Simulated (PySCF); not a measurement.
# Be: excitation energy

Be [He] 2s2 (1S) → Be [He] 2s1 2p1 (3P), as a difference of total energies. Calculation: PySCF 2.14, in dyall-av3z (15s9p4d2f, 76 functions); scalar relativity by spin-free X2C-1e. Correlated levels: valence: 1s2 frozen; virtual orbitals above 40 to 60 times the deepest correlated orbital energy dropped. The calculations carry no spin-orbit coupling.

```csv
method,excitation energy (eV),error (eV)
UHF,1.617,-1.108
MP2 (valence),2.334,-0.391
SCS-MP2 (valence),2.544,-0.181
CCSD (valence),2.735,+0.010
```

Reference: 2.725 eV (measured; NIST levels, between the centres of gravity of the two terms).

Errors of the correlated levels include the incompleteness of this basis and the frozen core.

With two correlated electrons CCSD is exact in that space.
